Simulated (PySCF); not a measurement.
# Name the molecule from its bond curve

A diatomic of charge 0 contains Cu. Its doublet curve at PBE in a triple-zeta basis (no relativity, PySCF), in eV from the separated fragments:

```
R (Å)  E (eV)
1.514  -2.655
1.585  -3.076
1.655  -3.272
1.708  -3.318
1.761  -3.303
1.814  -3.243
1.884  -3.118
1.972  -2.916
2.078  -2.642
2.219  -2.269
```

The fit gives ωe = 658 cm⁻¹ and the rotational constant Bₑ = 0.4474 cm⁻¹.

**Question.** Which atom is the partner?

**Answer.** The minimum lies at 1.719 Å, so the reduced mass is 16.8576 u Å² cm⁻¹/(Bₑ·Re²) = 12.75 u. With Cu at 62.93 u the partner weighs about 16.0 u: O. The molecule is CuO.

With d or f electrons several states lie close, and the lowest PBE0 determinant need not be the measured ground state.
